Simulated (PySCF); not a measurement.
TlO at r²SCAN

Level: r²SCAN. Tl def2-SVPD with ECP60, O def2-SVPD; scalar-relativistic core potentials (PySCF 2.14).

* state: ²Π (doublet), unpaired electrons π ↑
* bond length: 2.223 Å
* harmonic wavenumber: 445 cm⁻¹
* force constant: 1.73 mdyn/Å
* rotational constant Be: 0.2299 cm⁻¹
* anharmonicity ωexe: 2.23 cm⁻¹
* vibration–rotation constant αe: 0.00157 cm⁻¹
* well depth De to Tl + O: 326 kJ/mol
* dissociation energy D0: 323 kJ/mol
* bond order (Mayer): 0.55
* dipole moment (positive dipole means Tl(−)O(+)): -3.85 D

Spin–orbit coupling is left out, which matters for elements this heavy, above all for dissociation energies. The state was picked by a PBE0 search and need not be the measured ground state.
